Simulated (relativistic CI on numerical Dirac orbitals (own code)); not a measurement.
Radial parameters of I²⁵⁺

Method of calculation: Dirac-Coulomb-Breit CI, separate exchange-only KLI orbitals for each configuration, a model potential for QED, unscaled Slater integrals (own radial code, finite nucleus).

Slater integrals F^k, G^k are unscaled and averaged over j, outside the closed core [Ne]; ζ comes from projecting the Hamiltonian with its Breit term on Σ l·s of the shell.

- 3s²3p⁶3d⁹4s: ζ(3d) = 39172, G^2(3d,4s) = 36422 cm⁻¹; <r>(3d) = 0.2765, <r^2>(3d) = 0.08965, <r>(4s) = 0.6339, <r^2>(4s) = 0.451 (bohr units).
- 3s²3p⁶3d⁹4p: ζ(3d) = 39186, F^2(3d,4p) = 109380, G^1(3d,4p) = 35809, G^3(3d,4p) = 35961, ζ(4p) = 92121 cm⁻¹; <r>(3d) = 0.2766, <r^2>(3d) = 0.08967, <r>(4p) = 0.6489, <r^2>(4p) = 0.4754 (bohr units).
- 3s²3p⁶3d⁹4d: ζ(3d) = 39166, F^2(3d,4d) = 111730, F^4(3d,4d) = 55967, G^0(3d,4d) = 36527, G^2(3d,4d) = 45708, G^4(3d,4d) = 35832, ζ(4d) = 10924 cm⁻¹; <r>(3d) = 0.2767, <r^2>(3d) = 0.08973, <r>(4d) = 0.6564, <r^2>(4d) = 0.4921 (bohr units).

Averages of the first 10 configurations, taken without configuration mixing, which lowers the lowest level and can move excited configurations by several eV; other configurations of the list can lie among them:

```json
{"Configuration": "3s²3p⁶3d¹⁰", "Parity": "even", "States": "1", "Average energy above the lowest level (eV)": "0.1"}
{"Configuration": "3s²3p⁶3d⁹4s", "Parity": "even", "States": "20", "Average energy above the lowest level (eV)": "557.5"}
{"Configuration": "3s²3p⁶3d⁹4p", "Parity": "odd", "States": "60", "Average energy above the lowest level (eV)": "620.2"}
{"Configuration": "3s²3p⁶3d⁹4d", "Parity": "even", "States": "100", "Average energy above the lowest level (eV)": "710.6"}
{"Configuration": "3s²3p⁶3d⁹4f", "Parity": "odd", "States": "140", "Average energy above the lowest level (eV)": "799.3"}
{"Configuration": "3s²3p⁵3d¹⁰4s", "Parity": "odd", "States": "12", "Average energy above the lowest level (eV)": "823.3"}
{"Configuration": "3s²3p⁶3d⁸4s²", "Parity": "even", "States": "45", "Average energy above the lowest level (eV)": "1139.5"}
{"Configuration": "3s²3p⁵3d¹⁰4p", "Parity": "even", "States": "36", "Average energy above the lowest level (eV)": "886.0"}
{"Configuration": "3s²3p⁶3d⁸4s4p", "Parity": "odd", "States": "540", "Average energy above the lowest level (eV)": "1198.1"}
{"Configuration": "3s²3p⁶3d⁹5s", "Parity": "even", "States": "20", "Average energy above the lowest level (eV)": "908.2"}
```
